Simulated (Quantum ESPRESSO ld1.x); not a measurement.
Values are calculated unless marked as measured or tabulated.
Question: Species: Ga+. Configuration: [Ar] 3d10 4s2 (the NIST ground configuration). Code: ld1.x of Quantum ESPRESSO 7.5. Model: Dirac Kohn-Sham, PW91, spin-unpolarised, spherical densities, point nucleus.

Spin-orbit splittings of the eigenvalues, e(l+1/2) - e(l-1/2), with zeta = 2 splitting/(2l+1) and mean radii in bohr:

| shell | occ. | splitting (eV) | zeta (eV) | <r> j=l-1/2 | <r> j=l+1/2 |
|---|---|---|---|---|---|
| 2p | 6 | 27.67 | 18.45 | 0.1883 | 0.1918 |
| 3p | 6 | 3.631 | 2.421 | 0.6719 | 0.6827 |
| 3d | 10 | ? | ? | 0.8038 | 0.8100 |
| 4p | 0 | 0.1706 | 0.1138 | 2.838 | 2.879 |

Estimate the 3d splitting.

Answer: 0.4630 eV (zeta = 0.1852 eV).
